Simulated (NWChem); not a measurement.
System: SiNH$_{3}$OF$_{2}$; SMILES N[Si](O)(F)F

```xyz
8

N      0.0971    -1.5758    -0.6045
Si    -0.0017    -0.0040     0.0063
O      1.3639     0.2993     0.8608
F     -1.3411     0.1073     0.8765
F     -0.1532     1.1744    -1.0791
H      0.9664    -1.9646    -0.9409
H     -0.7155    -2.1060    -0.8845
H      1.6319     1.2277     0.9054
```
Atoms are numbered in this order, from 1.

Computed with NWChem. Structure relaxed at the B3LYP/6-31G* (spherical d) level.

Q: Taking TPSS/pcseg-2 as the yardstick, which of these has the fewest basis functions while keeping “highest occupied level (eV)” within 0.2 eV of it: TPSS/pcseg-1; TPSS/aug-pcseg-1; TPSS/STO-3G; TPSS/def2-SVP?

A: TPSS/pcseg-1.
```csv
level,basis functions,highest occupied level (eV),relative time (rough)
TPSS/STO-3G,32,-2.30,1
TPSS/pcseg-1,89,-6.80,4
TPSS/def2-SVP,89,-6.45,3
TPSS/aug-pcseg-1,146,-6.92,10
TPSS/pcseg-2,196,-6.88,10
```

The yardstick is one finite set, not the basis-set limit.
